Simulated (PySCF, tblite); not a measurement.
Isomers of C3H12SSi3, one GFN2-xTB conformer each. Single-point energies are computed at PBE0/pcSseg-1 (PySCF, gas phase, no added dispersion term), electronic only.

Question: Rank them by PBE0/pcSseg-1 energy, lowest first (kJ/mol).
A. `[SiH3:1][CH2:2][C@@H:3]1[CH2:4][Si@@H:5]([SH:6])[SiH2:7]1` with Si1–C2–C3–C4 -62°, C4–Si5–S6–H 47°, C2–C3–C4–Si5 -136°, C3–C4–Si5–S6 -107°, C4–Si5–Si7–C3 -7°, C2–C3–Si7–Si5 132°
B. `[CH3:1][Si:2]1([S:3][SiH3:4])[CH2:5][SiH2:6][CH2:7]1` with C1–Si2–S3–Si4 -63°

Answer: B (0.0), A (181.0).

As drawn, the higher has an S–H bond and an Si–Si bond, which the lower lacks. GFN2-xTB itself gives, in the same order: 0.0, 72.8. Both levels put the same isomer lowest.

Question: Which frontier levels, dipoles and rotational constants go with these structures?

Answer: 
```tsv
SMILES	HOMO (eV, PBE0/pcSseg-1)	LUMO (eV)	dipole (D)	A, B, C (MHz)
C[Si]1(S[SiH3])C[SiH2]C1	-7.10	0.07	1.85	2095, 700.0, 664.1
[SiH3]C[C@@H]1C[Si@@H](S)[SiH2]1	-6.97	-0.68	1.75	2251, 554.8, 483.2
```

Question: What happens when harmonic zero-point energies from GFN2-xTB frequencies are added?

Answer: 
```
                          SMILES  ZPE (kJ/mol)  electronic (kJ/mol)  with ZPE (kJ/mol)
        C[Si]1(S[SiH3])C[SiH2]C1         349.7                  0.0                0.0
[SiH3]C[C@@H]1C[Si@@H](S)[SiH2]1         339.8                181.0              171.1
```

The zero-point energies span 9.9 kJ/mol. The order is unchanged.
